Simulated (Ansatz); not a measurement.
`[CH3][GaH]/[N]=C\[SiH3]` + `OB1N[SiH2]1` → `[SiH3]OB1N[SiH2]1` + `C=[N][GaH][CH3]`  (ligand exchange at the Si–C bond)

Gas-phase electronic energies from Ansatz, PBE0-D4/def2-TZVP geometries. CCSD(T)/CBS adds triple-zeta CCSD(T) − MP2 to the extrapolated MP2 energy (def2 sets, frozen cores). Functionals use def2-TZVPP. For Ga outer-core shells are correlated without core-valence functions, which leaves a few kJ/mol of doubt a bond. Scalar relativity is left out up to krypton. Each species was taken in one conformer, which may not be the lowest.

```json
{"level": "r2SCAN-D4", "ΔE (kJ/mol)": "-102.9"}
{"level": "HF/def2-QZVPP", "ΔE (kJ/mol)": "-131.7"}
```

(1) What does CCSD(T)/CBS give? (An estimate is asked.)

Largest T1 diagnostic among the species: 0.015.

Answers

(1) Ansatz gave: -106.2 kJ/mol. The listed levels differ from it by 3.3, -25.5 kJ/mol.

From PBE to PBE0 (25 % exact exchange), in def2-TZVPP and without D4, ΔE moves by −8.3 kJ/mol. The D4 term adds +3.0 kJ/mol with B3LYP and +1.5 kJ/mol with PBE0; it sums over pairs of atoms, weighted by their polarisabilities, and B3LYP, whose exchange is more repulsive, gets the larger term.

B3LYP here is the variant with VWN-RPA as its local correlation; programs differ in this.
